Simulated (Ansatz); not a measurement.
## GeH3O (SMILES [O][GeH3]): the energy, rung by rung

The species is GeH3O (5 atoms), meant as a doublet with charge 0. As SMILES, `[O][GeH3]`. Geometry: optimised at PBE0/def2-SVP.

```xyz
5

O    -1.4464    0.4237    0.7815
Ge    0.0671   -0.0591   -0.0569
H    -0.1582   -0.0903   -1.5783
H     0.5532   -1.4196    0.4715
H     1.0341    1.0716    0.3408
```

Each level gives the dissociation energy of the H4–Ge2 bond into doublet H and singlet GeH2O (shapes relaxed at PBE0/def2-SVP, no zero-point term) (eV). The values are calculated.

| level | kind | program | value (eV) |
| --- | --- | --- | --- |
| UHF/def2-TZVPP | Hartree–Fock | Ansatz | 2.73 |
| USVWN5/def2-TZVPP | LDA | Ansatz | 1.64 |
| UPBE/def2-TZVPP | GGA | Ansatz | 1.57 |
| U-r2SCAN/def2-TZVPP | meta-GGA | Ansatz | 1.93 |
| UB3LYP/def2-TZVPP | global hybrid | Ansatz | 1.91 |
| U-wB97M-V/def2-TZVPP | range-separated hybrid | Ansatz | 1.92 |
| UCAM-B3LYP/def2-TZVPP | range-separated hybrid | Ansatz | 2.00 |
| UB2PLYP/def2-TZVPP | double hybrid | Ansatz | 1.69 |
| RPA@PBE/def2-TZVPP | RPA | Ansatz | 1.80 |

All-electron rows without a relativistic Hamiltonian named are non-relativistic. The values span 1.57 to 2.73 eV. A fragment with an even electron count was run as a singlet and may have a lower triplet. Measured bond enthalpies also hold zero-point and thermal terms, a few tenths of an eV less.
